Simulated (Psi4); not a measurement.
H$_{2}$AlO$_{2}$, charge +1, singlet, geometry from GFN2-xTB (such geometries of metal compounds can be far from the true shape).

Input for Psi4:
```
memory 2 GB

molecule mol {
1 1
  Al    0.001321    0.023369    0.005604
  O     1.237463    0.111111   -1.016951
  H     1.881588    0.603802   -1.537268
  O    -1.244159   -0.229572    0.988542
  H    -1.845195    0.040093    1.691683
}

set basis def2-sv(p)
set reference rks

energy('pw6b95')
print_variables()
```

Problem. What does this run give for the total energy, number of basis functions, nuclear repulsion energy?

Solution. 
```
Property                         Result
-------------------------  ------------
total energy               -394.0534 Eh
number of basis functions            50
nuclear repulsion energy     95.5214 Eh
```
